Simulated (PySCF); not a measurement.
# [HgH3(H2O)]−: from a saddle point downhill

PySCF 2.14.0, RKS PBE0, Hg def2-SVP with ECP60, H def2-SVP, O def2-SVP; non-relativistic Hamiltonian with scalar-relativistic core potentials where named; density fitting; no spin-orbit coupling. Relaxed within the symmetry of its start, the geometry (Cs) is

```xyz
7

Hg    0.1728   -0.1474    0.1474
H     0.9145    0.9846    1.2603
H    -1.6508   -0.1821    0.1821
H     0.9145   -1.2603   -0.9846
O    -1.9547    1.7295   -1.7295
H    -1.8941    1.7923   -0.7651
H    -1.8941    0.7651   -1.7923
```

and its lowest harmonic modes are -190, 70, 134, 302, 348, 353 cm⁻¹ (negative: unstable). It was moved along the lowest mode and relaxed again.

Q: Where does it end, and how much lower?

A: In nearly Cs, 0.101 eV lower, after 30 steps:
```xyz
7

Hg    0.1011    0.0977    0.3692
H     1.4527    0.2255    1.4638
H    -1.6052    0.4124    0.8303
H     0.2534   -0.3700   -1.3602
O    -2.0636    1.2972   -1.9967
H    -2.2519    1.1336   -1.0595
H    -1.2784    0.7313   -2.0825
```

Q: How do the contacts change?

A: 
```
     contact  saddle (Å)  end (Å)
  Hg1–H2 (H)       1.752    1.744
  Hg1–H3 (H)       1.824    1.795
  Hg1–H4 (H)       1.752    1.798
Hg1–H6 (H2O)       2.978    2.941
Hg1–H7 (H2O)       2.978    2.884
```


Q: Is the end a minimum?

A: Probably not: 1 of the modes stay unstable (below −25 cm⁻¹), though so soft as to be near the noise; lowest modes -32, 125, 180, 344, 387, 451 cm⁻¹.

State: singlet.
